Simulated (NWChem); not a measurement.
The numbers come from NWChem runs, not from measurements. System: C3H4N2, charge 0, spin multiplicity 1, displaced from the optimised geometry. Level: LDA (SVWN5)/def2-SVP.

Part of the output:

```
             Northwest Computational Chemistry Package (NWChem) 7.3.0
             --------------------------------------------------------

                                NWChem Input Module
                                -------------------

 Scaling coordinates for geometry "geometry" by  1.889725989
 (inverse scale =  0.529177249)

 Turning off AUTOSYM since
 SYMMETRY directive was detected!

                             Geometry "geometry" -> ""
                             -------------------------

 Output coordinates in angstroms (scale by  1.889725989 to convert to a.u.)

  No.       Tag          Charge          X              Y              Z
 ---- ---------------- ---------- -------------- -------------- --------------
    1 C                    6.0000    -0.06592300    -1.23114300     0.00000000
    2 C                    6.0000    -1.15674900    -0.27742600     0.00000000
    3 N                    7.0000    -0.70742200     1.01480400     0.00000000
    4 N                    7.0000     0.65793300     0.89355800     0.00000000
    5 C                    6.0000     1.10430500    -0.42542800     0.00000000
    6 H                    1.0000    -0.11922400    -2.34681400     0.00000000
    7 H                    1.0000    -2.25813600    -0.47922700     0.00000000
    8 H                    1.0000     1.24210900     1.75528300     0.00000000
    9 H                    1.0000     2.19187500    -0.68379200     0.00000000

 Effective nuclear repulsion energy (a.u.)     158.8703168103

            Nuclear Dipole moment (a.u.)
            ----------------------------
        X                 Y               Z
 ---------------- ---------------- ----------------
    -0.0000018897     0.0000037795     0.0000000000

      Symmetry information
      --------------------

 Group name             Cs
 Group number              2
 Group order               2
 No. of unique centers     9

      Symmetry unique atoms

     1    2    3    4    5    6    7    8    9


 Summary of "ao basis" -> "" (spherical)
 ------------------------------------------------------------------------------
       Tag                 Description            Shells   Functions and Types
 ---------------- ------------------------------  ------  ---------------------
 *                          def2-svp                  on all atoms

                                 NWChem DFT Module
                                 -----------------

 Summary of "ao basis" -> "ao basis" (spherical)
 ------------------------------------------------------------------------------
       Tag                 Description            Shells   Functions and Types
 ---------------- ------------------------------  ------  ---------------------
 C                          def2-svp                 6       14   3s2p1d
 N                          def2-svp                 6       14   3s2p1d
 H                          def2-svp                 3        5   2s1p

 Summary of "ao basis" -> "ao basis" (spherical)
 ------------------------------------------------------------------------------
       Tag                 Description            Shells   Functions and Types
 ---------------- ------------------------------  ------  ---------------------
 C                          def2-svp                 6       14   3s2p1d
 N                          def2-svp                 6       14   3s2p1d
 H                          def2-svp                 3        5   2s1p

      Symmetry analysis of basis
      --------------------------

        a'         66
        a"         24

            General Information
            -------------------
          SCF calculation type: DFT
          Wavefunction type:  closed shell.
          No. of atoms     :     9
          No. of electrons :    36
           Alpha electrons :    18
            Beta electrons :    18
          Charge           :     0
          Spin multiplicity:     1
          Use of symmetry is: on ; symmetry adaption is: on
          Maximum number of iterations: 100
          This is a Direct SCF calculation.
          AO basis - number of functions:    90
                     number of shells:    42
          Convergence on energy requested:  1.00D-06
[...]
  ----- ------------  ---------------      ----- ------------  ---------------
    62      0.381953  5 C  pz                34      0.377995  3 N  pz
     6      0.311774  1 C  pz                37     -0.273226  3 N  pz
    65      0.270890  5 C  pz                 9      0.215572  1 C  pz
    20     -0.084314  2 C  pz                23     -0.077199  2 C  pz
    51     -0.059844  4 N  pz                48      0.051898  4 N  pz

 Vector   19  Occ=0.000000D+00  E=-3.071549D-02  Symmetry=a"
              MO Center=  2.1D-01,  2.0D-01, -1.1D-15, r^2= 2.5D+00
   Bfn.  Coefficient  Atom+Function         Bfn.  Coefficient  Atom+Function
  ----- ------------  ---------------      ----- ------------  ---------------
    65      0.482359  5 C  pz                51     -0.412932  4 N  pz
    37      0.397104  3 N  pz                62      0.396203  5 C  pz
    34     -0.387990  3 N  pz                48      0.373888  4 N  pz
    23     -0.223038  2 C  pz                20     -0.214652  2 C  pz
     9     -0.212011  1 C  pz                 6     -0.155143  1 C  pz

 Vector   20  Occ=0.000000D+00  E= 1.305415D-02  Symmetry=a"
              MO Center= -3.9D-01, -5.7D-01,  2.4D-16, r^2= 2.5D+00
   Bfn.  Coefficient  Atom+Function         Bfn.  Coefficient  Atom+Function
  ----- ------------  ---------------      ----- ------------  ---------------
     9      0.633283  1 C  pz                23     -0.574969  2 C  pz
     6      0.431230  1 C  pz                20     -0.428743  2 C  pz
    65     -0.376472  5 C  pz                37      0.292021  3 N  pz
    62     -0.248274  5 C  pz                34     -0.245383  3 N  pz
    51      0.046020  4 N  pz                75      0.025031  6 H  pz

 Vector   21  Occ=0.000000D+00  E= 2.133025D-02  Symmetry=a'
              MO Center=  1.3D+00,  1.2D+00, -5.6D-16, r^2= 4.7D+00
   Bfn.  Coefficient  Atom+Function         Bfn.  Coefficient  Atom+Function
  ----- ------------  ---------------      ----- ------------  ---------------
    82      1.260334  8 H  s                 45     -1.065180  4 N  s
    87      0.680628  9 H  s                 72      0.385708  6 H  s
    77      0.356385  7 H  s                 63     -0.326776  5 C  px
    59     -0.320431  5 C  s                  3     -0.283157  1 C  s
    17     -0.273838  2 C  s                 50     -0.272410  4 N  py

 center of mass
 --------------
 x =  -0.02912215 y =   0.04851377 z =   0.00000000

 moments of inertia (a.u.)
 ------------------
         200.690410330687           1.952404079715           0.000000000000
           1.952404079715         197.645113110083           0.000000000000
           0.000000000000           0.000000000000         398.335523440770

     Multipole analysis of the density
     ---------------------------------

     L   x y z        total         alpha         beta         nuclear
     -   - - -        -----         -----         ----         -------
     0   0 0 0     -0.000000    -18.000000    -18.000000     36.000000

     1   1 0 0      0.889798      0.444900      0.444900     -0.000002
     1   0 1 0     -0.147506     -0.073755     -0.073755      0.000004
     1   0 0 1     -0.000000     -0.000000     -0.000000      0.000000

     2   2 0 0    -18.297406    -68.723371    -68.723371    119.149336
     2   1 1 0      3.317602      0.360554      0.360554      2.596494
     2   1 0 1      0.000000      0.000000      0.000000      0.000000
     2   0 2 0    -20.066798    -68.466188    -68.466188    116.865577
     2   0 1 1      0.000000      0.000000      0.000000      0.000000
     2   0 0 2    -23.815481    -11.907741    -11.907741      0.000000

            General Information
            -------------------
          SCF calculation type: DFT
          Wavefunction type:  closed shell.
          No. of atoms     :     9
          No. of electrons :    36
           Alpha electrons :    18
            Beta electrons :    18
          Charge           :     0
          Spin multiplicity:     1
          Use of symmetry is: on ; symmetry adaption is: on
          Maximum number of iterations: 100
          This is a Direct SCF calculation.
          AO basis - number of functions:    90
                     number of shells:    42
          Convergence on energy requested:  1.00D-06
          Convergence on density requested:  1.00D-05
          Convergence on gradient requested:  5.00D-04

              XC Information
              --------------
                        Slater Exchange Functional  1.000 local
                      VWN V Correlation Functional  1.000 local

             Grid Information
             ----------------
          Grid used for XC integration:  medium
          Radial quadrature: Mura-Knowles
          Angular quadrature: Lebedev.
          Tag              B.-S. Rad. Rad. Pts. Rad. Cut. Ang. Pts.
          ---              ---------- --------- --------- ---------
          C                   0.70       49          10.0       434
          N                   0.65       49          10.0       434
          H                   0.35       45          11.0       434
          Grid pruning is: on
          Number of quadrature shells:   425
          Spatial weights used:  Erf1

          Convergence Information
          -----------------------
          Convergence aids based upon iterative change in
          total energy or number of iterations.
          Levelshifting, if invoked, occurs when the
          HOMO/LUMO gap drops below (HL_TOL):  1.00D-02
          DIIS, if invoked, will attempt to extrapolate
          using up to (NFOCK): 10 stored Fock matrices.

                    Damping( 0%)  Levelshifting(0.5)       DIIS
                  --------------- ------------------- ---------------
          dE  on:    start            ASAP                start
          dE off:    2 iters        100 iters           100 iters

      Screening Tolerance Information
      -------------------------------
          Density screening/tol_rho:  1.00D-10
          AO Gaussian exp screening on grid/accAOfunc:  14
          CD Gaussian exp screening on grid/accCDfunc:  20
          XC Gaussian exp screening on grid/accXCfunc:  20
          Schwarz screening/accCoul:  1.00D-08

                            NWChem DFT Gradient Module
                            --------------------------

  charge          =   0.00
  wavefunction    = closed shell

  Using symmetry

                         DFT ENERGY GRADIENTS

    atom               coordinates                        gradient
                 x          y          z           x          y          z
   1 C      -0.124576  -2.326523   0.000000   -0.003803  -0.029035   0.000000
   2 C      -2.185939  -0.524259   0.000000   -0.027324  -0.013184   0.000000
   3 N      -1.336834   1.917701   0.000000   -0.023505   0.038370   0.000000
   4 N       1.243313   1.688580   0.000000    0.018382   0.021942   0.000000
   5 C       2.086834  -0.803942   0.000000    0.028448  -0.011583   0.000000
   6 H      -0.225301  -4.434835   0.000000   -0.000689  -0.012525   0.000000
   7 H      -4.267258  -0.905608   0.000000   -0.012342  -0.002744   0.000000
   8 H       2.347246   3.317004   0.000000    0.008737   0.011810   0.000000
   9 H       4.142043  -1.292180   0.000000    0.012095  -0.003051   0.000000

                 ----------------------------------------
                 |  Time  |  1-e(secs)   |  2-e(secs)   |
                 ----------------------------------------
                 |  CPU   |       0.01   |       1.17   |
                 ----------------------------------------
                 |  WALL  |       0.01   |       1.17   |
                 ----------------------------------------

 Task  times  cpu:        5.7s     wall:        5.7s

 Total times  cpu:        5.7s     wall:        5.7s
```

### Question
Write an NWChem input that would produce this output.

### Answer
This is not unique; one that fits is 
```
start mol
memory heap 200 mb stack 900 mb global 1100 mb
geometry units angstroms nocenter noautoz
  C     -0.065923    -1.231143     0.000000
  C     -1.156749    -0.277426     0.000000
  N     -0.707422     1.014804     0.000000
  N      0.657933     0.893558     0.000000
  C      1.104305    -0.425428     0.000000
  H     -0.119224    -2.346814     0.000000
  H     -2.258136    -0.479227     0.000000
  H      1.242109     1.755283     0.000000
  H      2.191875    -0.683792     0.000000
  symmetry group Cs
end
basis spherical
  * library def2-svp
end
dft
  xc slater vwn_5
  iterations 100
  direct
end
task dft gradient
```
